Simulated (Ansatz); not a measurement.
System: ScCl, charge 0, multiplicity 1. 
Structure (B3LYP-D3(BJ)/def2-TZVP (Ansatz, an electronic-structure program) minimum search):
```xyz
2

Sc     0.0000     0.0000    -0.9985
Cl     0.0000     0.0000     1.2334
```
Charge 0, spin multiplicity 1.

Wanted: atomisation energy (electronic, to ground-state atoms), in kcal/mol. Valence correlation only, unless marked. Open shells are spin-unrestricted. No spin-orbit coupling. Frozen are the shells of the preceding noble gas and the d and f shells that filled before the atom's block. Non-relativistic. 

| level | program | atomisation energy (kcal/mol) |
|---|---|---|
| HF/6-31G | Ansatz | 59.6 |
| r2SCAN-D3(BJ)/def2-TZVPD | Ansatz + dftd3 | 104.5 |
| PBE0/6-31G* | Ansatz | 101.8 |
| r2SCAN0-D4/def2-TZVPD | Ansatz + dftd4 | 99.2 |
| r2SCAN0/def2-TZVPD | Ansatz | 98.9 |
| HSE06-D3(BJ)/def2-TZVPD | Ansatz + dftd3 | 103.0 |
| HSE06-D4/def2-TZVPD | Ansatz + dftd4 | 103.3 |
| CAM-B3LYP-D3(BJ)/def2-TZVPD | Ansatz + dftd3 | 100.7 |
| LC-wPBE-D3(BJ)/def2-TZVPD | Ansatz + dftd3 | 101.2 |
| B2GP-PLYP/def2-TZVPD | Ansatz | 98.1 |
| RI-MP2/def2-TZVPPD | Ansatz | 105.0 |
| CCSD/def2-TZVPPD | Ansatz | 96.9 |
| CCSD/def2-QZVPP | Ansatz | 97.9 |
| CCSD(T)/def2-SVPD | Ansatz | 95.6 |

The Hartree-Fock reference is unstable (checked in the largest basis), which strains HF and MP2.
